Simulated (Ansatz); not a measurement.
Calculated with Ansatz (gas phase, PBE0-D4/def2-TZVP geometries, no zero-point term in ΔE). CCSD(T)/CBS is the MP2 limit (def2-TZVPP, def2-QZVPP) plus CCSD(T) − MP2 in def2-TZVPP, frozen cores. This one scheme is used for every species. DFT in def2-TZVPP. Elements past krypton have def2 core potentials. For Sn outer-core shells are correlated without core-valence functions, which leaves a few kJ/mol of doubt a bond. One conformer a species, not always the lowest.

Consider the ligand exchange at the Sn–N bond: `[SiH3][NH][SnH3]` + `N[SiH](O)F` → `N[SiH](F)[O][SnH3]` + `N[SiH3]`.

| level | ΔE (kJ/mol) |
| --- | --- |
| PBE-D4 | -34.7 |
| ωB97M-V | -36.2 |
| B2PLYP | -36.1 |
| SCS-MP2/def2-TZVPP | -33.8 |

What does CCSD(T)/CBS give? (Estimate.)

Ansatz gave: -34.6 kJ/mol. The listed levels differ from it by -0.1, -1.6, -1.5, 0.8 kJ/mol.

Largest T1 diagnostic among the species: 0.013.

In def2-TZVPP, CCSD(T) changes the Hartree–Fock value by +5.6 kJ/mol (the triples alone add +0.2 kJ/mol) and MP2 by +7.3 kJ/mol.
